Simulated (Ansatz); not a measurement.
Computed with Ansatz on PBE0-D4/def2-TZVP structures; ΔE is electronic, products minus reactants. CBS: MP2 limit from def2 TZ/QZ plus the TZ coupled-cluster correction, frozen cores. This one scheme is used for every species. Functionals use def2-TZVPP. B3LYP here is the variant with VWN-RPA as its local correlation; programs differ in this. HSE06 is defined as in plane-wave codes. Open shells (•) are unrestricted, without spin–orbit coupling. For Ga outer-core shells are correlated without core-valence functions, which leaves a few kJ/mol of doubt a bond. Scalar relativity is left out up to krypton. One conformer a species, not always the lowest.

`C[O][Ga]([CH3])[F]` → `[CH3]`• + `C[O][Ga][F]`•  (homolysis of the C–Ga bond)

`C[O][Ga]([CH3])[F]`:

```xyz
11

C     0.072   -0.063   -1.965
O    -0.361   -1.056   -1.071
Ga   -0.367   -0.851    0.689
C     0.194    0.688    1.736
F    -0.990   -2.294    1.464
H     0.880   -0.455   -2.591
H     0.445    0.844   -1.469
H    -0.752    0.233   -2.622
H    -0.673    1.312    1.961
H     0.629    0.352    2.677
H     0.923    1.289    1.192
```

`[CH3]`•:

Cartesian coordinates in Å:
```
C 0.000 0.000 0.000
H 0.520 0.601 -0.731
H 0.559 -0.561 0.734
H -1.079 -0.041 -0.003
```

`C[O][Ga][F]`•:

Z-matrix (Å, degrees):
```
C
O 1 1.416
H 1 1.094 2 109.3
H 1 1.095 2 113.3 3 120.7
H 1 1.094 2 109.2 3 -118.5
Ga 2 1.790 1 120.8 3 -120.8
F 6 1.770 2 116.1 1 0.2
```

| level | ΔE (kJ/mol) | difference from CCSD(T)/CBS |
| --- | --- | --- |
| LDA (SPW92) | 386.0 | 33.8 |
| PBE-D4 | 326.2 | -26.0 |
| revPBE-D4 | 312.6 | -39.6 |
| BLYP-D4 | 308.4 | -43.8 |
| B97M-V | 330.9 | -21.3 |
| PBE0-D4 | 329.0 | -23.2 |
| B3LYP-D4 | 318.0 | -34.2 |
| r2SCANh-D4 | 312.4 | -39.8 |
| r2SCAN0-D4 | 313.7 | -38.5 |
| HSE06-D4 | 329.0 | -23.2 |
| BHLYP-D4 | 317.8 | -34.4 |
| CAM-B3LYP-D4 | 328.0 | -24.2 |
| ωB97X-V | 344.6 | -7.6 |
| ωB97M-V | 338.2 | -14.0 |
| B2PLYP | 323.1 | -29.1 |
| PBE-QIDH | 337.7 | -14.5 |
| PBE | 320.0 | -32.2 |
| revPBE | 298.1 | -54.1 |
| BLYP | 296.0 | -56.2 |
| r2SCAN | 309.7 | -42.5 |
| PBE0 | 323.6 | -28.6 |
| B3LYP | 308.4 | -43.8 |
| r2SCANh | 310.5 | -41.7 |
| r2SCAN0 | 311.6 | -40.6 |
| BHLYP | 309.7 | -42.5 |
| CAM-B3LYP | 322.4 | -29.8 |
| LC-ωPBE | 329.0 | -23.2 |
| RPA@PBE/def2-TZVPP | 326.4 | -25.8 |
| HF/def2-SVP | 234.2 | -118.0 |
| CCSD/def2-SVP | 324.4 | -27.8 |
| CCSD(T)/def2-SVP | 329.3 | -22.9 |
| HF/def2-TZVPP | 225.9 | -126.3 |
| MP2/def2-TZVPP | 348.2 | -4.0 |
| SCS-MP2/def2-TZVPP | 343.8 | -8.4 |
| CCSD(T)/def2-TZVPP | 338.0 | -14.2 |
| MP2/def2-QZVPP | 356.0 | 3.8 |
| SCS-MP2/def2-QZVPP | 351.9 | -0.3 |
| HF/CBS(def2) | 224.7 | -127.5 |
| MP2/CBS(def2) | 362.4 | 10.2 |
| CCSD/CBS(def2) | 344.9 | -7.3 |
| CCSD(T)/CBS | 352.2 | 0 |

Largest T1 diagnostic among the species: 0.017.

From PBE to PBE0 (25 % exact exchange), in def2-TZVPP and without D4, ΔE moves by +3.6 kJ/mol. Leaving LDA and LC-ωPBE aside and taking each functional with its dispersion term where it has one, the values spread over 36.2 kJ/mol, from BLYP-D4 to ωB97X-V. LDA lies +66.0 kJ/mol from PBE without D4, its usual overbinding.
